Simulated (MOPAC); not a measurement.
Job for MOPAC: PM6 on C2H4BCl (SMILES C=CBCl), a point of a torsion scan.

```
PM6 1SCF PRECISE CHARGE=0 THREADS=1
C2H4BCl

C     -1.19402497 1     0.07824790 1    -0.15571281 1
C     -0.14493126 1    -0.46926460 1     0.44830280 1
B      1.34439722 1    -0.28617133 1     0.04113759 1
Cl     1.87922107 1    -0.74672838 1    -1.49859169 1
H     -1.08381293 1     0.66696501 1    -1.05258382 1
H     -2.20127375 1    -0.03407789 1     0.21289679 1
H     -0.32867592 1    -1.01349084 1     1.37054879 1
H      2.13946006 1     0.10971795 1     0.81044157 1
```

Output:

```
*******************************************************************************
 **                                                                           **
 **                              MOPAC v23.2.5                                **
 **                                                                           **
 *******************************************************************************
 ** MOPAC's Digital Object Identifier: https://doi.org/10.5281/zenodo.6511958 **
 **                                                                           **
 ** Please cite the open-source release paper for use of this MOPAC version:  **
 ** J. E. Moussa and J. J. P. Stewart (2026)                                  **
 ** MOPAC: An open-source semiempirical molecular orbital program             **
 ** J. Open Source Softw., 11(119), 8025, https://doi.org/10.21105/joss.08025 **
 *******************************************************************************

                              PM6 CALCULATION RESULTS

 *******************************************************************************
 *  PM6        - The PM6 Hamiltonian to be used
 *
 *
 *
 *                 CHARGE ON SYSTEM = 0
 *
 *
 *
 *  PRECISE    - TIGHTER CRITERIA TO BE USED
 *  1SCF       - DO 1 SCF AND THEN STOP
 *  THREADS=1  - MULTI-THREADING NOT USED
 *  T=         - A TIME OF 172800.0 SECONDS REQUESTED
 *  DUMP=N     - RESTART FILE WRITTEN EVERY 7200.0 SECONDS REQUESTED
 *******************************************************************************
PM6 1SCF PRECISE CHARGE=0 THREADS=1
 C2H4BCl

   ATOM   CHEMICAL          X               Y               Z
  NUMBER   SYMBOL      (ANGSTROMS)     (ANGSTROMS)     (ANGSTROMS)

     1       C         -1.19402497  *   0.07824790  *  -0.15571281  *
     2       C         -0.14493126  *  -0.46926460  *   0.44830280  *
     3       B          1.34439722  *  -0.28617133  *   0.04113759  *
     4      Cl          1.87922107  *  -0.74672838  *  -1.49859169  *
     5       H         -1.08381293  *   0.66696501  *  -1.05258382  *
     6       H         -2.20127375  *  -0.03407789  *   0.21289679  *
     7       H         -0.32867592  *  -1.01349084  *   1.37054879  *
     8       H          2.13946006  *   0.10971795  *   0.81044157  *



          CARTESIAN COORDINATES

    NO.       ATOM           X           Y           Z

     1         C         -1.1940      0.0782     -0.1557
     2         C         -0.1449     -0.4693      0.4483
     3         B          1.3444     -0.2862      0.0411
     4        Cl          1.8792     -0.7467     -1.4986
     5         H         -1.0838      0.6670     -1.0526
     6         H         -2.2013     -0.0341      0.2129
     7         H         -0.3287     -1.0135      1.3705
     8         H          2.1395      0.1097      0.8104

 General Reference for PM6:
 "Optimization of Parameters for Semiempirical Methods V: Modification of NDDO Approximations
 and Application to 70 Elements", J. J. P. Stewart, J. Mol. Mod., 13, 1173-1213 (2007)
 URL: https://link.springer.com/article/10.1007/s00894-007-0233-4

           Empirical Formula: C2 H4 B Cl  =     8 atoms



      MOLECULAR POINT GROUP   :   C1


      RHF CALCULATION, NO. OF DOUBLY OCCUPIED LEVELS = 11


 -------------------------------------------------------------------------------
 PM6 1SCF PRECISE CHARGE=0 THREADS=1
 C2H4BCl



     1SCF WAS SPECIFIED, SO BFGS WAS NOT USED
     SCF FIELD WAS ACHIEVED


                              PM6 CALCULATION
                                                       MOPAC v23.2.5 Linux




          FINAL HEAT OF FORMATION =         -8.38285 KCAL/MOL =     -35.07386 KJ/MOL


          COSMO AREA              =        110.99 SQUARE ANGSTROMS
          COSMO VOLUME            =         96.31 CUBIC ANGSTROMS

          IONIZATION POTENTIAL    =         10.387332 EV
          HOMO LUMO ENERGIES (EV) =        -10.387 -0.349
          NO. OF FILLED LEVELS    =         11
          MOLECULAR WEIGHT        =         74.3166         POINT GROUP:  C1

          MOLECULAR DIMENSIONS (Angstroms)

            Atom       Atom       Distance
            H     6   Cl     4     4.48191
            H     5    H     7     3.04383
            H     8   Cl     4     1.85921


          SCF CALCULATIONS        =          1





   ATOM   CHEMICAL          X               Y               Z
  NUMBER   SYMBOL      (ANGSTROMS)     (ANGSTROMS)     (ANGSTROMS)

     1       C         -1.19402497  *   0.07824790  *  -0.15571281  *
     2       C         -0.14493126  *  -0.46926460  *   0.44830280  *
     3       B          1.34439722  *  -0.28617133  *   0.04113759  *
     4      Cl          1.87922107  *  -0.74672838  *  -1.49859169  *
     5       H         -1.08381293  *   0.66696501  *  -1.05258382  *
     6       H         -2.20127375  *  -0.03407789  *   0.21289679  *
     7       H         -0.32867592  *  -1.01349084  *   1.37054879  *
     8       H          2.13946006  *   0.10971795  *   0.81044157  *

                             CARTESIAN COORDINATES

   1    C       -1.194024970     0.078247900    -0.155712810
   2    C       -0.144931260    -0.469264600     0.448302800
   3    B        1.344397220    -0.286171330     0.041137590
   4   Cl        1.879221070    -0.746728380    -1.498591690
   5    H       -1.083812930     0.666965010    -1.052583820
   6    H       -2.201273750    -0.034077890     0.212896790
   7    H       -0.328675920    -1.013490840     1.370548790
   8    H        2.139460060     0.109717950     0.810441570


           Empirical Formula: C2 H4 B Cl  =     8 atoms



      MOLECULAR POINT GROUP   :   C1


                  EIGENVALUES
 -27.02504 -26.20923 -20.63040 -17.81287 -15.79723 -14.25097 -13.51607 -12.20802
 -11.97729 -10.61001 -10.38733  -0.34856   0.52448   1.34775   3.33002   5.10621
   5.46342   5.95162   6.24632   6.37586  88.03401  88.08000  88.26366  88.53130
  88.55438


              NET ATOMIC CHARGES AND DIPOLE CONTRIBUTIONS

  ATOM NO.   TYPE          CHARGE      No. of ELECS.   s-Pop       p-Pop       d-Pop
    1          C          -0.271085        4.2711     1.11912     3.15196
    2          C          -0.270128        4.2701     1.13562     3.13450
    3          B           0.146962        2.8530     1.09045     1.76259
    4         Cl          -0.110488        7.1105     1.98983     5.11769     0.00296
    5          H           0.145556        0.8544     0.85444
    6          H           0.146145        0.8539     0.85385
    7          H           0.149628        0.8504     0.85037
    8          H           0.063408        0.9366     0.93659
 DIPOLE           X         Y         Z       TOTAL
 POINT-CHG.    -0.193     0.449     1.091     1.195
 HYBRID        -0.391    -0.110    -0.283     0.495
 SUM           -0.584     0.339     0.808     1.053


          ATOMIC ORBITAL ELECTRON POPULATIONS

     Atom    s        px        py        pz      x^2-y^2     xz        z^2       yz        xy
    1  C   1.11912   1.06421   1.02341   1.06434
    2  C   1.13562   1.05671   1.02051   1.05728
    3  B   1.09045   0.79676   0.29755   0.66828
    4 Cl   1.98983   1.89898   1.80697   1.41175   0.00027   0.00109   0.00099   0.00049   0.00013
    5  H   0.85444
    6  H   0.85385
    7  H   0.85037
    8  H   0.93659

 **********************
 *                    *
 * JOB ENDED NORMALLY *
 *                    *
 **********************




 == MOPAC DONE ==
```

The run finished.

Cost: around 0.03 core-seconds (rough).
